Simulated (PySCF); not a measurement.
H5Sn, SMILES [SnH5-], charge -1. Geometry optimised at B3LYP-D3(BJ)/def2-TZVPD. The def2 effective core potentials stand for the cores of Sn; spin–orbit coupling is left out.

Computed equilibrium geometry at B3LYP-D3(BJ)/def2-TZVPD (PySCF confirms it by a frequency run) as a Z-matrix, and its point group:
point group D3h.
```
Sn
H 1 1.7736
H 1 1.7736 2 120.00
H 1 1.7736 2 120.00 3 -180.00
H 1 1.8820 2 90.00 3 90.00
H 1 1.8820 2 90.00 5 -180.00
```
Charge -1, spin multiplicity 1.
